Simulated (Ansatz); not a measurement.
Input file for `B[N]([SiH3])[Al]([F])[GaH2]`:

```yaml
crystal:
  periodic: [false, false, false]
  atoms:
    - {symbol: B, position_ang: [0.099265, -2.164904, -0.897597]}
    - {symbol: N, position_ang: [-0.019515, -0.846266, -0.395838]}
    - {symbol: Si, position_ang: [1.141154, -0.274981, 0.758212]}
    - {symbol: Al, position_ang: [-1.316072, 0.353165, -0.858109]}
    - {symbol: F, position_ang: [-2.454570, -0.121153, -1.951305]}
    - {symbol: Ga, position_ang: [-0.832350, 2.415481, 0.443812]}
    - {symbol: H, position_ang: [0.998076, -2.874113, -0.521950]}
    - {symbol: H, position_ang: [-0.693478, -2.577034, -1.696042]}
    - {symbol: H, position_ang: [0.756774, 1.155886, 1.112430]}
    - {symbol: H, position_ang: [2.518400, -0.195169, 0.217431]}
    - {symbol: H, position_ang: [1.116562, -1.022976, 2.037032]}
    - {symbol: H, position_ang: [0.121983, 3.526580, -0.128460]}
    - {symbol: H, position_ang: [-1.436230, 2.625483, 1.880393]}
basis:
  gaussian: {orbitals: def2-SVP}
correlation: {method: ccsd_t}
```

```sh
$ ansatz run in.yaml --threads 2 --pin off --events-out ev --progress --plain --max-ram 32768MiB --backend cuda --devices 0, --max-vram 18GiB
```

The program prints (abridged):

```
Functional definition: HF
1417 factors; integrals over basis functions are off by at most 1.1e-3 eV
mean field evaluation 1: about -71733.1913 eV, gradient 4.4e1 eV
mean field evaluation 2: about -71733.2304 eV, gradient 4.4e1 eV
mean field evaluation 4: about -71738.1828 eV, gradient 3.8e0 eV
mean field evaluation 8: about -71738.2614 eV, gradient 3.2e-1 eV
mean field -71738.26190744 eV, -2636.3324991580 hartree, gradient 1.8e-6 eV, S^2 0.000000; 0 other end points of the search recorded, 0 dependent functions left out
22 core orbitals not correlated: weight in the atoms' cores, before any rotation towards them, 1.000 or more for the frozen orbitals, at most 0.000 for the correlated occupied ones
reference -71738.26190744 eV, -2636.3324991580 hartree; 21, 21 occupied and 102, 102 virtual orbitals, 1417 factors
second order -22.09762630 eV of doubles, -0.00000000 eV of singles
cycle   1  -22.50258977 eV  change   -4.0e-1 eV  update   1.3e-1
cycle   2  -23.27969397 eV  change   -7.8e-1 eV  update   4.0e-2
cycle   3  -23.43970654 eV  change   -1.6e-1 eV  update   2.1e-2
cycle   4  -23.42712435 eV  change    1.3e-2 eV  update   5.2e-3
cycle   5  -23.42449010 eV  change    2.6e-3 eV  update   2.4e-3
cycle   6  -23.42493739 eV  change   -4.5e-4 eV  update   7.9e-4
cycle   7  -23.42468819 eV  change    2.5e-4 eV  update   3.2e-4
cycle   8  -23.42461564 eV  change    7.3e-5 eV  update   1.1e-4
cycle   9  -23.42467148 eV  change   -5.6e-5 eV  update   4.7e-5
cycle  10  -23.42469022 eV  change   -1.9e-5 eV  update   1.7e-5
perturbative correction -0.64811810 eV, -0.0238179010 hartree
Total energy: -71762.33471576 eV, -2637.2171585467 hartree
```

Run time 8.5 s (2 threads of an AMD EPYC 7R13 on a shared host and a share of an NVIDIA H100 80 GB); peak host memory 0.8 GiB.

MP2 recovers 91.8 % of the CCSD(T) correlation energy and the triples give 2.7 %; T1 = 0.0138.
